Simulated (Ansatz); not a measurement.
Consider the substitution at a C–O bond: `O[C](F)(F)[GeH3]` + H–F → `F[C](F)(F)[GeH3]` + H₂O.

Calculated with Ansatz (gas phase, PBE0-D4/def2-TZVP geometries, no zero-point term in ΔE). CBS: MP2 limit from def2 TZ/QZ plus the TZ coupled-cluster correction, frozen cores. This one scheme is used for every species. Functionals use def2-TZVPP. B3LYP here is the variant with VWN-RPA as its local correlation; programs differ in this. For Ge outer-core shells are correlated without core-valence functions, which leaves a few kJ/mol of doubt a bond. Scalar relativity is left out up to krypton. One conformer a species, not always the lowest.

`O[C](F)(F)[GeH3]`:

Z-matrix (Å, degrees):
```
C
F 1 1.346
F 1 1.370 2 106.5
O 1 1.364 2 105.7 3 -116.4
Ge 1 2.010 2 110.3 3 118.0
H 4 0.963 1 108.9 2 176.4
H 5 1.531 1 109.3 2 -66.4
H 5 1.537 1 106.6 2 173.9
H 5 1.532 1 108.1 2 55.3
```

H–F:

Z-matrix (Å, degrees):
```
F
H 1 0.920
```

`F[C](F)(F)[GeH3]`:

Z-matrix (Å, degrees):
```
C
F 1 1.343
F 1 1.343 2 107.0
F 1 1.343 2 106.9 3 -114.3
Ge 1 2.008 2 111.9 3 122.8
H 5 1.530 1 107.2 2 59.8
H 5 1.530 1 107.2 2 179.9
H 5 1.530 1 107.2 2 -60.2
```

H₂O:

Cartesian coordinates in Å:
```
O 0.358 0.152 -0.013
H -0.442 0.572 0.308
H 0.084 -0.724 -0.294
```

```csv
level,ΔE (kJ/mol)
PBE0,-5.9
B3LYP,-9.6
```

Question: What does CCSD(T)/CBS give? (Best estimate.)

Answer: The calculation gave: -2.5 kJ/mol. The listed levels differ from it by -3.4, -7.1 kJ/mol.

Largest T1 diagnostic among the species: 0.012.

The D4 term adds +3.1 kJ/mol with B3LYP and +1.7 kJ/mol with PBE0; it sums over pairs of atoms, weighted by their polarisabilities, and B3LYP, whose exchange is more repulsive, gets the larger term. In def2-TZVPP, CCSD(T) changes the Hartree–Fock value by +10.0 kJ/mol (the triples alone add +1.3 kJ/mol) and MP2 by +13.1 kJ/mol.
